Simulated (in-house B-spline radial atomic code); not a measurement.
Binding energies in the dysprosium ion Dy⁶⁺

NIST's tabulated ground configuration is [Kr] 4d10 4f8 5s2 5p4; each binding energy is the energy of the ion with one electron taken from that subshell, relaxed, less that of the parent. Method: Dirac-Hartree-Fock, average of configuration, Fermi nucleus of rms radius 5.2218 fm. Calculated with a radial B-spline atomic code at the basis-set limit. Energies include first-order Breit, QED and recoil terms.

```
subshell  X-ray name  binding energy (eV)  -ε (eV)  relaxation (eV)
      1s           K              53884.7  54200.2             76.7
      2s          L1               9152.6   9223.6             43.0
      3s          M1               2150.8   2177.9             21.7
   3d3/2          M4               1432.2   1457.6             23.6
   3d5/2          M5               1396.7   1421.0             23.2
      4s          N1                520.2    528.8              7.4
   4d3/2          N4                264.2    270.5              6.1
   4d5/2          N5                257.4    263.4              5.9
      5s          O1                135.7    136.6              0.8
      5p        O2,3                106.4    107.1              0.6
      4f        N6,7                98.08   102.38             4.45
```

Relaxation = -ε minus the binding energy without Breit, QED and recoil terms.

Task: What does it cost to remove both a 4d5/2 and a 4d3/2 electron?

Result: 550.19 eV, which is 28.54 eV more than the two single binding energies together.

Task: What does it cost to remove both a 1s and a 4d3/2 electron?

Result: 54184 eV, which is 35.42 eV more than the two single binding energies together.

Task: What does it cost to remove both a 4d5/2 and a 5p electron?

Result: 382.89 eV, which is 19.01 eV more than the two single binding energies together.
